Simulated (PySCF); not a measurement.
H3Si, SMILES [SiH3+], charge +1. The structure is a stationary point at PBE0-D3(BJ)/def2-TZVPD.

Problem. Give the equilibrium geometry at PBE0-D3(BJ)/def2-TZVPD (PySCF confirms it by a frequency run) as Cartesian coordinates in Å, and its point group. (An estimate is asked for; the answer gives what the named calculation found.)

Solution. point group D3h.
```xyz
4

Si     0.0000     0.0000     0.0000
H      1.4722     0.0000     0.0000
H     -0.7361     1.2750     0.0000
H     -0.7361    -1.2750     0.0000
```
Charge +1, spin multiplicity 1.
